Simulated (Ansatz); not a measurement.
Basis-set extrapolation for CH5FOSSi (`OC(S)[SiH2]F`) (PBE0-D4/def2-TZVP geometry, frozen core, Ansatz 0.2.0). Multiplicity 1, RHF reference.

```csv
,def2-TZVPP,def2-QZVPP
HF,-901.716117,-901.746989
MP2 correlation,-0.960807,-1.041807
CCSD(T) correlation,-1.039309,not run
```

Energies in hartree. Use E(X) = E(∞) + A·exp(−7.88·√X) for Hartree–Fock and E(X) = E(∞) + B·X^(−2.97) for correlation, with X = 3 and 4, and add CCSD(T) minus MP2 of the smaller set to the MP2 limit.

Q: What is the CCSD(T) energy at the basis-set limit?

A: HF limit: -901.746989 + (-0.030872) × 0.13774 = -901.75124. MP2 limit: -1.041807 + (-0.081000) × 0.74074 = -1.10181. Higher-order term: -1.039309 − (-0.960807) = -0.07850. Total: -902.93155 hartree, 110.5 kcal/mol below CCSD(T)/def2-TZVPP.
